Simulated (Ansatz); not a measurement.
HBCl (SMILES [BH]Cl), doublet, geometry from GFN2-xTB. Base run: MP2/6-311G** run with Ansatz (a program for electronic structure).

Ansatz was given this input:
Ansatz 0.2 input:
```yaml
crystal:
  periodic: [false, false, false]
  atoms:
    - {symbol: B, position_ang: [-1.11910595, 0.43366543, 0.05067460]}
    - {symbol: Cl, position_ang: [0.44881581, -0.11025720, -0.01488399]}
    - {symbol: H, position_ang: [-2.03433907, -0.29395469, -0.00034516]}
basis:
  gaussian:
    orbitals: 6-311G__.json
magnetization: {spin_polarized: true, initial_magnetization: 1}
correlation: {method: mp2}
```
The basis file holds 6-311G** in the JSON format of the Basis Set Exchange.

The base run was repeated with changes; each row names its change, and settings that it needs were set with it.

```
change               basis functions      E (Eh)  MP2 correlation (Eh)
-------------------  ---------------  ----------  --------------------
base                              51  -484.94600              -0.20593
basis = 6-31G                     24  -484.74609              -0.07865
basis = 3-21G                     24  -482.44973              -0.08319
basis = def2-SV(P)               ___         ___                   ___
basis = pc-1                      37  -484.90070              -0.19545
basis = def2-SVP                  37  -484.75924              -0.19753
basis = aug-cc-pVDZ              ___         ___                   ___
basis = def2-TZVP                 74  -485.00738              -0.25926
basis = pc-2                      78  -485.00231              -0.25302
basis = def2-TZVPD               ___         ___                   ___
basis = aug-cc-pVTZ              ___         ___                   ___
basis = def2-QZVPP               157  -485.05219              -0.28987
basis = def2-QZVP                157  -485.05219              -0.28987
```

Question: Fill in the missing entries.

Answer: 
- basis = def2-SV(P), basis functions: 34
- basis = def2-SV(P), E (Eh): -484.74960
- basis = def2-SV(P), MP2 correlation (Eh): -0.19037
- basis = aug-cc-pVDZ, basis functions: 59
- basis = aug-cc-pVDZ, E (Eh): -484.94463
- basis = aug-cc-pVDZ, MP2 correlation (Eh): -0.20938
- basis = def2-TZVPD, basis functions: 92
- basis = def2-TZVPD, E (Eh): -485.00925
- basis = def2-TZVPD, MP2 correlation (Eh): -0.26067
- basis = aug-cc-pVTZ, basis functions: 119
- basis = aug-cc-pVTZ, E (Eh): -485.02541
- basis = aug-cc-pVTZ, MP2 correlation (Eh): -0.26951

Totals compare only among sets that treat the same electrons; sets with core potentials leave the core out.
